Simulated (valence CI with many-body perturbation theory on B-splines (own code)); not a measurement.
## Lu⁵⁶⁺ in brief

Level of theory: valence CI with perturbative core correlation (CI+MBPT): five valence electrons over a frozen Dirac-Fock core [Ne], a basis of 9 s, 9 p, 8 d, 6 f, 3 g, 1 h functions for each j, with the one-electron correlation potential Σ1 (screened to all orders), the two-electron term Σ2, the three-electron term Σ3, Breit, model QED; selected single and double excitations, second order for the rest (own B-spline code, finite nucleus).

No measured spectrum was set against this ion. As an estimate, large intervals hold to a few tenths of a per cent, small ones and those within an open d or f shell to about a per cent. Among the levels kept, up to 560 cm⁻¹ of a level comes from second order outside the variational space, and about a tenth of that is noise between levels of different J, which matters for small intervals.

Levels are named by their leading jj configuration (3d3/2^4 stands for four electrons in 3d with j = 3/2), which in mixed levels can hold well under half, so a name can repeat and another be missing.

Rates and lifetimes use the calculated energies. Strong lines usually hold to 10 to 20 %, long lifetimes can be off by a factor of two.

What is the ground level?

(3s^2 3p1/2^2 3p3/2) J=3/2, composition 48 % 3s²3p³ ²P° + 27 % 3s²3p³ ²D° + 25 % 3s²3p³ ⁴S°, g = 1.346.

What is the ionisation energy?

5527.4 eV; NIST lists 5525 ± 5 eV (theoretical).

How well does LS coupling describe the low levels?

Among the lowest 20 levels the leading LS term, summed over configurations, holds 53 % on average. For single configurations the figures are 51 % in LS and 94 % in jj coupling. Terms mix most in the J = 5/2 level at 21.807 Ry, where the leading one holds 33 %.

Where does the other parity begin?

At (3s^2 3p1/2^2 3d3/2) J=3/2, 16.000 Ry.

Among levels below 59.274 Ry, which E1 lines absorb most strongly from the ground level?

to (3s^2 3p1/2 3p3/2 3d3/2) J=3/2 at 2.283 nm, f = 0.337; to (3s^2 3p1/2 3p3/2 3d3/2) J=5/2 at 2.324 nm, f = 0.284; to (3s^2 3p1/2 3p3/2 3d3/2) J=1/2 at 2.285 nm, f = 0.120.

Name the longest-lived excited levels whose lifetime is computed, and their main decay.

(3s^2 3p1/2 3p3/2 3d5/2) J=9/2 at 42.133 Ry lives 297 ns, mostly by M1 to (3s^2 3p1/2 3p3/2 3d3/2) J=7/2; (3s^2 3p1/2 3p3/2^2) J=5/2 at 21.281 Ry lives 18.7 ns, mostly by M1 to (3s^2 3p1/2^2 3p3/2) J=3/2; (3s^2 3p1/2 3p3/2^2) J=1/2 at 22.349 Ry lives 7.86 ns, mostly by M1 to (3s^2 3p1/2^2 3p3/2) J=3/2.

What are the static dipole polarisabilities of the lowest levels?

(3s^2 3p1/2^2 3p3/2) J=3/2 0.00340 (tensor 0.00026) bohr³, of which the core gives 5.39e-05.
